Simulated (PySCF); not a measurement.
How methods differ on the excitation energy of Ti

Ti [Ar] 3d2 4s2 (3F) → Ti [Ar] 3d4 (5D), as a difference of total energies. Computed with PySCF 2.14 in ANO-RCC-VTZP (6s5p3d2f1g, 59 functions), with the spin-free X2C one-electron Hamiltonian (Gaussian nucleus). Correlated levels: valence: [Ar] frozen. The calculations carry no spin-orbit coupling.

```tsv
method	excitation energy (cm⁻¹)
UHF	37945
MP2 (valence)	34040
SCS-MP2 (valence)	42060
CCSD (valence)	34922
CCSD(T) (valence)	34698
```

A first-order spin-orbit estimate (lowest level to lowest level, LS coupling) adds 0.017 eV.
